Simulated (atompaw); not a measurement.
What the settings do to the PAW (atompaw) potential of bromine

Base potential:

- Element: Br (Z = 35)
- Generator: atompaw 4.2.0.5
- Type: PAW
- Functional: PBE
- Relativity: scalar-relativistic
- Frozen core: [Ar]
- Valence charge: 17
- Reference configuration: 3d10 4s2 4p4 (charge +1)
- Partial waves: 4s (bound): rc 1.95 bohr; 4s channel at 2.2 Ry: rc 1.95 bohr; 4p (bound): rc 1.95 bohr; 4p channel at 3.2 Ry: rc 1.95 bohr; 3d (bound): rc 1.00 bohr; 3d channel at -0.4 Ry: rc 1.00 bohr
- Local potential: bessel scheme, radius 1.40 bohr
- Core correction: smooth core density matched at 1.75 bohr
- Augmentation charge: besselshape compensation charge, radius 1.95 bohr; PAW radius 1.95 bohr; waves and projectors: modrrkj vanderbiltortho

All-electron outer shells of the reference configuration (PBE, scalar-relativistic, ld1.x):

```csv
shell,level (eV),outermost node (bohr),outermost maximum (bohr)
3p,-184.71,0.21,0.48
3d,-77.92,–,0.43
4s,-30.40,0.67,1.41
4p,-17.47,0.70,1.62
```

Cutoffs, loose and tight: the cutoffs (Ry, on a coarse ladder) from which the occupation-weighted sum of valence levels, in a spherical-Bessel basis at the reference potential, stays within 10 and 1 mRy of its value at 400 Ry. They see the waves, projectors and local potential, not the compensation charge or the core. A dash means not determined.

A true bound ghost makes a file unfit for plane-wave use even where its test errors are small: the radial tests pick states by their node count and pass the ghost by.

```csv
change,outcome,"cutoff, loose","cutoff, tight",bound ghosts
base,generated,160 Ry,260 Ry,none
"all radii scaled by about 0.77 (s 1.50, p 1.50, d 0.76 bohr); local potential bessel scheme, radius 1.08 bohr; augmentation besselshape compensation charge, radius 1.50 bohr; PAW radius 1.50 bohr; waves and projectors: modrrkj vanderbiltortho; core correction smooth core density matched at 1.34 bohr",failed: atompaw: The overlap operator has at least one negative eigenvalue!,–,–,–
"all radii scaled by about 0.83 (s 1.62, p 1.62, d 0.84 bohr); local potential bessel scheme, radius 1.16 bohr; augmentation besselshape compensation charge, radius 1.62 bohr; PAW radius 1.62 bohr; waves and projectors: modrrkj vanderbiltortho; core correction smooth core density matched at 1.46 bohr",failed: atompaw: The overlap operator has at least one negative eigenvalue!,–,–,–
"all radii scaled by about 0.92 (s 1.80, p 1.80, d 0.92 bohr); local potential bessel scheme, radius 1.28 bohr; augmentation besselshape compensation charge, radius 1.80 bohr; PAW radius 1.80 bohr; waves and projectors: modrrkj vanderbiltortho; core correction smooth core density matched at 1.62 bohr",generated,180 Ry,300 Ry,none
"all radii scaled by about 0.96 (s 1.88, p 1.88, d 0.96 bohr); local potential bessel scheme, radius 1.36 bohr; augmentation besselshape compensation charge, radius 1.88 bohr; PAW radius 1.88 bohr; waves and projectors: modrrkj vanderbiltortho; core correction smooth core density matched at 1.68 bohr",generated,180 Ry,300 Ry,none
"all radii scaled by about 1.06 (s 2.06, p 2.06, d 1.06 bohr); local potential bessel scheme, radius 1.48 bohr; augmentation besselshape compensation charge, radius 2.06 bohr; PAW radius 2.06 bohr; waves and projectors: modrrkj vanderbiltortho; core correction smooth core density matched at 1.84 bohr",generated,140 Ry,230 Ry,none
"all radii scaled by about 1.13 (s 2.20, p 2.20, d 1.14 bohr); local potential bessel scheme, radius 1.58 bohr; augmentation besselshape compensation charge, radius 2.20 bohr; PAW radius 2.20 bohr; waves and projectors: modrrkj vanderbiltortho; core correction smooth core density matched at 1.98 bohr",generated,120 Ry,200 Ry,none
"all radii scaled by about 1.21 (s 2.36, p 2.36, d 1.20 bohr); local potential bessel scheme, radius 1.70 bohr; augmentation besselshape compensation charge, radius 2.36 bohr; PAW radius 2.36 bohr; waves and projectors: modrrkj vanderbiltortho; core correction smooth core density matched at 2.12 bohr",generated,110 Ry,180 Ry,p
"all radii scaled by about 1.27 (s 2.48, p 2.48, d 1.28 bohr); local potential bessel scheme, radius 1.78 bohr; augmentation besselshape compensation charge, radius 2.48 bohr; PAW radius 2.48 bohr; waves and projectors: modrrkj vanderbiltortho; core correction smooth core density matched at 2.22 bohr",generated,90 Ry,140 Ry,none
```

Reading the sweep of the scale of all radii (base = 1) (base included, trends over the rows without a ghost): The loose cutoff falls from 180 Ry at 0.92 to 90 Ry at 1.27. A larger radius leaves more room for a smooth pseudo-wave, so fewer plane waves are needed; a smaller one forces it to follow the all-electron wave where it bends sharply. Bound ghosts are found at 1.21. The generation fails at 0.77, 0.83.
